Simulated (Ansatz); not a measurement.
C2H8O2SSn, SMILES `C[O][SnH]([SH])[O]C` at its PBE0-D4/def2-TZVP geometry, where that method's forces vanish. The species carries charge 0 and has multiplicity 1. Sn takes the def2 core potential.

```xyz
14

C    -0.8306   -0.6979   -1.9370
O     0.1593   -1.1321   -1.0333
Sn   -0.1551   -0.9923    0.8954
S     2.0022   -1.5014    1.7587
O    -0.6594    0.8648    1.2443
C     0.2488    1.9076    0.9757
H    -1.7334   -1.3220   -1.8969
H    -1.1286    0.3438   -1.7646
H    -0.4200   -0.7696   -2.9480
H    -1.4630   -1.9143    1.4633
H     2.5149   -1.4108    0.5179
H    -0.1874    2.8397    1.3451
H     1.2132    1.7614    1.4784
H     0.4390    2.0230   -0.0990
```

**Question.** What forces (eV/Å) does PBE-D4/def2-TZVPP give on these atoms in Ansatz? (Estimate.)

**Answer.** The calculation gave: 
```
C1  -0.196  0.082 -0.109
O2   0.522 -0.226 -0.287
Sn3 -0.054 -0.359  0.290
S4   0.220 -0.102  0.359
O5  -0.554  0.198  0.239
C6   0.187  0.153 -0.067
H7  -0.214 -0.122 -0.017
H8  -0.085  0.230  0.010
H9   0.088 -0.015 -0.221
H10 -0.189 -0.107  0.089
H11  0.092  0.023 -0.237
H12 -0.095  0.203  0.082
H13  0.220 -0.009  0.100
H14  0.058  0.050 -0.230
```
